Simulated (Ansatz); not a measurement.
All values below come from frozen-core CCSD(T)/cc-pVTZ // CAM-B3LYP-D3(BJ)/def2-TZVP (Ansatz, an electronic-structure program). The restricted HF reference is unstable towards unrestricted orbitals.

Ansatz 0.2 input:
```yaml
crystal:
  periodic: [false, false, false]
  atoms:
    - { symbol: N, position_ang: [-0.282321, -0.702899, -1.13476] }
    - { symbol: C, position_ang: [0.240638, -0.327762, -0.072923] }
    - { symbol: C, position_ang: [0.37683, 0.394625, 1.01479] }
    - { symbol: O, position_ang: [0.792349, 0.815994, 2.019121] }
    - { symbol: H, position_ang: [-1.127496, -0.179959, -1.384398] }
basis:
  gaussian: { orbitals: cc-pVTZ }
correlation:
  method: ccsd_t
```

Output:

```
Functional definition: HF
803 factors; integrals over basis functions are off by at most 6.5e-4 eV
mean field evaluation 1: about -5591.7307 eV, gradient 3.4e1 eV
mean field evaluation 2: about -5591.7350 eV, gradient 3.4e1 eV
mean field evaluation 4: about -5594.1492 eV, gradient 4.2e0 eV
mean field evaluation 8: about -5594.2223 eV, gradient 2.5e-1 eV
mean field evaluation 16: about -5594.2077 eV, gradient 1.4e0 eV
mean field evaluation 32: about -5591.1791 eV, gradient 2.2e-3 eV
mean field -5594.22273498 eV, -205.5838936101 hartree, gradient 3.9e-6 eV, S^2 0.000000; 1 other end points of the search recorded, 0 dependent functions left out; unrestricted orbitals would lower it
determinant -5594.22273498 eV, -205.5838936101 hartree, with singles and doubles -5614.15777352 eV, -206.3164927642 hartree
determinant -5591.17910894 eV, -205.4720424163 hartree, with singles and doubles -5611.25695622 eV, -206.2098896946 hartree
4 core orbitals not correlated
reference -5594.22273498 eV, -205.5838936101 hartree; 10, 10 occupied and 120, 120 virtual orbitals, 803 factors
second order -19.71300465 eV of doubles, -0.00000000 eV of singles
cycle   1  -19.75563189 eV  change    -1.6e0 eV  update   2.3e-2
cycle   2  -19.81856706 eV  change   -6.3e-2 eV  update   4.6e-3
cycle   3  -19.81087897 eV  change    7.7e-3 eV  update   2.2e-3
cycle   4  -19.81076577 eV  change    1.1e-4 eV  update   7.1e-4
cycle   5  -19.81073531 eV  change    3.0e-5 eV  update   4.3e-4
cycle   6  -19.81057621 eV  change    1.6e-4 eV  update   1.4e-4
cycle   7  -19.81060558 eV  change   -2.9e-5 eV  update   4.7e-5
cycle   8  -19.81064764 eV  change   -4.2e-5 eV  update   1.6e-5
cycle   9  -19.81064373 eV  change    3.9e-6 eV  update   6.3e-6
perturbative correction -1.08645293 eV, -0.0399264087 hartree
Total energy: -5615.11983164 eV, -206.3518477478 hartree
```

Cost: about 17 core-seconds (a rough figure).
